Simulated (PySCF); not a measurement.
Isomers of C7H5ClFN, one GFN2-xTB conformer each. Single-point energies are computed at PBE0/pcSseg-1 (PySCF, gas phase, no added dispersion term), electronic only.

Problem. Rank them by PBE0/pcSseg-1 energy, lowest first (kcal/mol).
A. `N#C/C(F)=C1/CC/C1=C\Cl`
B. `[H]/[N:1]=[CH:2]\[c:3]1[cH:4][cH:5][c:6]([Cl:7])[cH:8][c:9]1[F:10]` with N1–C2–C3–C4 0°

Solution. B (0.0), A (44.7).

As drawn, the lower has an aromatic ring, a C=N bond and an N–H bond, which the higher lacks; the higher has a four-membered ring, a C≡N group and a C=C bond outside aromatic rings, which the lower lacks. GFN2-xTB itself gives, in the same order: 0.0, 38.9. Both levels put the same isomer lowest.

Problem. Which frontier levels, dipoles and rotational constants go with these structures?

Solution. 
| SMILES | HOMO (eV, PBE0/pcSseg-1) | LUMO (eV) | dipole (D) | A, B, C (MHz) |
| --- | --- | --- | --- | --- |
| [H]/N=C\c1ccc(Cl)cc1F | -7.52 | -1.94 | 2.19 | 2527, 667.0, 527.7 |
| N#C/C(F)=C1/CC/C1=C\Cl | -7.09 | -2.45 | 3.91 | 1762, 715.2, 512.0 |
